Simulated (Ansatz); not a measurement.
Stepwise reaction of `[Cl][Ga]([Br])[Br]` with hydrogen chloride, as a gas-phase model of exchange steps in deposition or etching. ΔE in kJ/mol; ΔG adds harmonic PBE0-D4 terms to CCSD(T)/CBS, at 1 bar.

Calculated with Ansatz (gas phase, PBE0-D4/def2-TZVP geometries, no zero-point term in ΔE). CCSD(T)/CBS adds triple-zeta CCSD(T) − MP2 to the extrapolated MP2 energy (def2 sets, frozen cores). This one scheme is used for every species. DFT in def2-TZVPP. B3LYP here is the variant with VWN-RPA as its local correlation; programs differ in this. For Br, Ga outer-core shells are correlated without core-valence functions, which leaves a few kJ/mol of doubt a bond. Scalar relativity is left out up to krypton.

```json
{"step": "2", "reaction": "`[Cl][Ga]([Cl])[Br]` + HCl → `[Cl][Ga]([Cl])[Cl]` + HBr", "PBE-D4": "12.2", "B3LYP-D4": "11.9", "ωB97M-V": "10.9", "CCSD(T)/CBS": "13.1", "ΔG(500 K)": "16.1"}
```

Give the row of step 1, `[Cl][Ga]([Br])[Br]` + HCl → `[Cl][Ga]([Cl])[Br]` + HBr. (An estimate is asked.)

Computed: 
| step | reaction | PBE-D4 | B3LYP-D4 | ωB97M-V | CCSD(T)/CBS | ΔG(500 K) |
| --- | --- | --- | --- | --- | --- | --- |
| 1 | `[Cl][Ga]([Br])[Br]` + HCl → `[Cl][Ga]([Cl])[Br]` + HBr | 12.3 | 12.0 | 10.9 | 13.1 | 11.5 |

By hand: ΔE of the 2 steps together at CCSD(T)/CBS.

(13.1) + (13.1) = 26.2 kJ/mol, or 13.1 kJ/mol a step.

In ΔE the steps differ by no more than 0.0 kJ/mol. All are uphill at CCSD(T)/CBS. ΔG lies between 11.5 and 16.1 kJ/mol a step. PBE-D4 differs from CCSD(T)/CBS by -0.9 to -0.8 kJ/mol a step. Isolated molecules leave out the surface, adducts and barriers. Largest T1 diagnostic: 0.011.
